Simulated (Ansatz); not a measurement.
Coupled-cluster diagnostics for GeMeH3 (CH₆Ge), Ansatz.

Geometry of the singlet (PBE-D4/def2-TZVP):

```xyz
8

Ge    0.680    0.360   -0.510
C    -0.769   -0.408    0.577
H    -0.421   -1.315    1.087
H    -1.625   -0.668   -0.059
H    -1.100    0.315    1.334
H     0.186    1.627   -1.253
H     1.169   -0.666   -1.562
H     1.880    0.754    0.386
```

Correlated methods freeze 10 core orbitals; core or outer-core shells of Ge are correlated, in sets that lack core-valence functions.

(1) Estimate the CCSD(T) correlation energy, the shares of MP2 and (T), T1 and the reference's ⟨S²⟩ for: charge 0, singlet, own geometry in def2-TZVPP; charge 0, singlet, own geometry in def2-TZVPD; charge 1, doublet, vertical in def2-TZVPP; charge -1, doublet, vertical in def2-TZVPD; and the rough time on 4 threads of Arm Neoverse V2 on a shared host.

Answers

(1) 
```json
{"state": "charge 0, singlet, own geometry", "basis": "def2-TZVPP", "correlation (eV)": "-13.610", "MP2 share (%)": "90.9", "(T) share (%)": "3.2", "T1": "0.010", "⟨S²⟩ (pure)": "0.00 (0.00)", "wall time": "13 s", "remarks": "–"}
{"state": "charge 0, singlet, own geometry", "basis": "def2-TZVPD", "correlation (eV)": "-13.288", "MP2 share (%)": "90.3", "(T) share (%)": "3.2", "T1": "0.011", "⟨S²⟩ (pure)": "0.00 (0.00)", "wall time": "8.5 s", "remarks": "–"}
{"state": "charge 1, doublet, vertical", "basis": "def2-TZVPP", "correlation (eV)": "-12.571", "MP2 share (%)": "89.4", "(T) share (%)": "3.1", "T1": "0.014", "⟨S²⟩ (pure)": "0.76 (0.75)", "wall time": "53 s", "remarks": "–"}
{"state": "charge -1, doublet, vertical", "basis": "def2-TZVPD", "correlation (eV)": "-13.787", "MP2 share (%)": "90.2", "(T) share (%)": "3.5", "T1": "0.020", "⟨S²⟩ (pure)": "0.75 (0.75)", "wall time": "47 s", "remarks": "HOMO above zero"}
```
Customary marks for T1 are 0.02 (closed shells), 0.045 (open shells) and about 0.05 (3d metals). T1 exceeds 0.02 in 1 of 4 rows and 0.045 in 0; the higher it lies, the less the single-reference result can be trusted.
